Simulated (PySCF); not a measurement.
# What a mistake does to a calculation on B2Ge2H7

All numbers below are calculated, not measured. They come from PySCF 2.14.0, an open-source quantum chemistry program, on an isolated molecule that a program drew, which may never have been made. The molecule is B2Ge2H7 (charge 0, doublet), drawn as the SMILES string `[GeH2][BH][BH][GeH3]`.

Each row is a Hartree-Fock (HF) and frozen-core CCSD(T) single point in the cc-pVDZ basis, meant for a local HF minimum. Run 1 is clean. Each other run has one planted mistake out of seven kinds, and not every kind appears here: one electron removed, one electron added, multiplicity raised by two, geometry at a saddle point, minimal basis STO-3G, one bond length entered in bohr, all coordinates scaled. The reference is restricted for singlets and unrestricted otherwise, and also for a bond in bohr. Adding or removing an electron swaps singlet and doublet. Electrons count all cores. HOMO and LUMO are orbital energies over both spins, the gradient is its largest component, and the lowest frequency (negative if imaginary) is given only where the gradient is small. Bond lengths are over the 10 bonds as drawn. T1 is the CCSD diagnostic: over 0.02 (restricted) or 0.045 (unrestricted) a single reference is doubtful. Germanium has the cc-pVDZ-PP basis, with a core potential (ECP10MDF) in place of its 10 inner electrons, and its 3s, 3p and 3d shells are frozen in CCSD(T).

Geometry of the clean run:
```xyz
11
B2Ge2H7, angstrom
Ge    1.5308   -1.2246    2.0778
B     0.7604    0.0466    0.6884
B     1.6541    0.6664   -0.5743
Ge    1.6543   -0.2030   -2.4831
H     0.6081   -2.0884    2.9371
H     2.8755   -1.9235    1.8674
H    -0.3883    0.3542    0.8576
H     2.3487    1.6393   -0.4494
H     1.2660    0.8452   -3.5370
H     3.0681   -0.7055   -2.8155
H     0.6914   -1.3907   -2.6243
```

```
run  electrons  basis functions  <S^2>  HOMO (eV)  LUMO (eV)  gradient (hartree/bohr)  lowest frequency (cm^-1)  mean bond (Å)  longest bond (Å)      T1  HF (hartree)  CCSD(T) (hartree)                          mistake
  1         81              109  0.765      -8.25       0.40                  4.5e-05                        49         1.5869             2.097  0.0186    -640.11726         -640.54156                         no fault
  2         81              109  1.470      -8.47       0.12                  2.1e-02                         -         1.6938             2.270  0.0578    -640.00294         -640.42749  one bond length entered in bohr
  3         80              109  0.000     -14.68      -6.65                  4.1e-02                         -         1.5869             2.097  0.0210    -639.84402         -640.25348             one electron removed
  4         81              109  0.765      -8.24       0.39                  1.0e-02                         -         1.6170             2.137  0.0190    -640.11430         -640.54005                                ?
```

**Which mistake was planted in run 4, and what did it cost?**

The mean and the longest bond both change by the same factor, 1.019, and the gradient is no longer small. So the mistake is: all coordinates scaled. Subtracting run 1 and multiplying by 627.51 kcal/mol a hartree, the energy moved by 1.9 kcal/mol in HF and 0.9 kcal/mol in CCSD(T).

Cautions from the logs. Run 2: T1 is over the limit, so its CCSD(T) energy is less reliable; run 3: T1 is over the limit, so its CCSD(T) energy is less reliable.
